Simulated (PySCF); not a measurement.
From one molecule to another.

First species: SbH2I.
SMILES: `[H][Sb]([H])[I]`

Second species: C6H11B.
SMILES: `C=C=CCB(C)C`

Levels: B3LYP/def2-SVPD for dipole moment, HOMO energy, LUMO energy, HOMO–LUMO gap and static isotropic polarisability; TDDFT B3LYP/def2-SVPD for lowest singlet excitation; PBE0-D3(BJ)/def2-SVP for rotational constant A and rotational constant C. Geometries: PBE0-D3(BJ)/def2-SVP. Each structure is a single optimised conformer of the isolated species (atoms past krypton carry core potentials, spin–orbit coupling is left out); the electronic structure was computed with PySCF and density fitting.

Dipoles, sizes and rotational constants follow the conformer. The torsions of the flexible species, by atom-mapped SMILES:
- `[CH2:1]=[C:2]=[CH:3][CH2:4][B:5]([CH3:6])[CH3:7]`: C2–C3–C4–B5 -116°, C3–C4–B5–C6 178°

Values for the first species:

```
Dipole moment                   : 2.12 D
HOMO energy                     : -6.95 eV
LUMO energy                     : -2.44 eV
HOMO–LUMO gap                   : 4.51 eV
Lowest singlet excitation       : 3.60 eV
Static isotropic polarisability : 82.8 au
Rotational constant A           : 86.030 GHz
Rotational constant C           : 1.069 GHz
```

Problem. Estimate the same properties for the second species, and the change in each.

Solution. 
| property | first | second | second less first |
| --- | --- | --- | --- |
| dipole moment | 2.12 D | 0.68 D | -1.44 D |
| HOMO energy | -6.95 eV | -6.74 eV | +0.21 eV |
| LUMO energy | -2.44 eV | -0.57 eV | +1.87 eV |
| HOMO–LUMO gap | 4.51 eV | 6.17 eV | +1.66 eV |
| lowest singlet excitation | 3.60 eV | 5.17 eV | +1.57 eV |
| static isotropic polarisability | 82.8 au | 93.1 au | +10.3 au |
| rotational constant A | 86.030 GHz | 5.494 GHz | -80.536 GHz |
| rotational constant C | 1.069 GHz | 1.053 GHz | -0.016 GHz |

On the first: The 10 singlets span 3.60 to 6.73 eV, and their oscillator strengths add up to 0.57. Atoms past krypton carry effective core potentials; spin–orbit coupling is left out.

On the second: The 6 singlets span 5.17 to 6.54 eV, and their oscillator strengths add up to 0.01. The polarisability is 13.80 Å³ as a volume (1 au = 0.148185 Å³), or 1.79 au for each of the 52 electrons.
